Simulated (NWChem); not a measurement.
GeHF3; SMILES [F][GeH]([F])[F]

```xyz
5

Ge     0.0000     0.0000     0.2542
F      0.4102     1.5303    -0.3970
F      1.1202    -1.1204    -0.3970
F     -1.5304    -0.4099    -0.3970
H      0.0000     0.0000     1.7711
```
Atoms are numbered in this order, from 1.

All runs: NWChem. Pople sets run with spherical d functions. Coordinates come from a PBE0/def2-SVP optimisation. GIAO values for the isolated, static molecule; σ is the absolute isotropic shielding, δ = σ(reference) − σ with the isolated reference molecule computed at the same levels (19F: trichlorofluoromethane, 1H: tetramethylsilane).

Question: What does the run give for Hartree-Fock/6-31G*? Quantities: σ Ge1 (ppm); δ F2 (ppm); δ H5 (ppm).

Answer: 
```
Item         Result
-----------  ------
σ Ge1 (ppm)  1769.5
δ F2 (ppm)   -109.3
δ H5 (ppm)     6.18
```
